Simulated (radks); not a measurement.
Values are calculated unless marked as measured or tabulated.
Question: These are the eigenvalues of the occupied orbitals of an atom or ion with whole-number occupations (hartree). Level of theory: scalar-relativistic Kohn-Sham, BLYP, spin-polarised, spherical densities, finite nucleus; Fermi nuclear charge, rms radius of each element as measured or else 0.836 A^(1/3) + 0.57 fm (a radial shooting solver on a logarithmic mesh with Libxc functionals).

| orbital | eigenvalue |
|---|---|
| 1s up | -2883.575 |
| 1s down | -2883.533 |
| 2s up | -574.6868 |
| 2s down | -574.6645 |
| 2p up | -510.8099 |
| 2p down | -510.7753 |
| 3s up | -195.8060 |
| 3s down | -195.7647 |
| 3p up | -177.0127 |
| 3p down | -176.9660 |
| 3d up | -157.0467 |
| 3d down | -157.0044 |
| 4s up | -95.00851 |
| 4s down | -94.75730 |
| 4p up | -87.87626 |

Which element is it, and in what charge state? The configuration may be excited. Open shells, if any, are filled with parallel spins first.

Answer: Z = 77, iridium, charge +46: Ir46+ in [Ar] 3d10 4s2 4p1. The list shows which subshells hold electrons but not how many an open one holds; the 1s level, -2883.6 hartree, gives Z - s = 75.9 by -(Z - s)^2/2, which with screening and relativity narrows Z to a few neighbours, and the depths of the outer levels then fix element, charge and occupations together.
